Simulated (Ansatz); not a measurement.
`O=CB(F)[SiH3]` + H₂ → `FB[SiH3]` + `C=O` at 500 K and 1 bar (hydrogenolysis of a B–C bond).

Computed with Ansatz on PBE0-D4/def2-TZVP structures; ΔE is electronic, products minus reactants. CBS: MP2 limit from def2 TZ/QZ plus the TZ coupled-cluster correction, frozen cores. This one scheme is used for every species. Each species was taken in one conformer, which may not be the lowest.

| species | CCSD(T)/CBS energy (Eh) | H − E (kJ/mol) | S (J/(mol·K)) |
| --- | --- | --- | --- |
| `O=CB(F)[SiH3]` | -529.29997 | 174.9 | 416.8 |
| H₂ | -1.17544 | 41.0 | 145.5 |
| `FB[SiH3]` | -416.08982 | 135.7 | 341.8 |
| `C=O` | -114.39408 | 87.9 | 238.5 |

H − E and S are ideal-gas, rigid-rotor, harmonic terms from PBE0-D4/def2-TZVP, for one conformer and one mirror image of each species. The MP2-based limit puts H₂ 0.8 mEh under its directly extrapolated value; such offsets cancel only in part. 1 Eh = 2625.50 kJ/mol, R = 8.31446 J/(mol·K).

By hand: ΔE, ΔH, ΔS and ΔG.

ΔE = (-416.08982) + (-114.39408) − (-529.29997) − (-1.17544) = -0.00849 Eh = -22.3 kJ/mol. Δ(H − E) = 135.7 + 87.9 − 174.9 − 41.0 = 7.7, so ΔH = -14.6 kJ/mol. ΔS = 341.8 + 238.5 − 416.8 − 145.5 = 18.0 J/(mol·K). ΔG = -14.6 − 500 × (18.0)/1000 = -23.6 kJ/mol.

By hand: the equilibrium constant, and the temperature at which ΔG would vanish if ΔH and ΔS stayed fixed.

log₁₀ K = −ΔG/(RT ln 10) = 2.5. ΔH and −TΔS have one sign here, so there is no such temperature.

TΔS isn't small against ΔH here. A doubt of 5 kJ/mol in ΔE shifts log₁₀ K by 0.5 here. Other conformers and mirror images would add mixing entropy, several J/(mol·K) or more a flexible species. Modes under 60 cm⁻¹, often nearly free rotors, make the harmonic entropy too high. These are equilibria of isolated gas molecules and say nothing of rates. Largest T1 diagnostic: 0.015 (customary marks: 0.02 for closed shells, 0.045 for open ones).
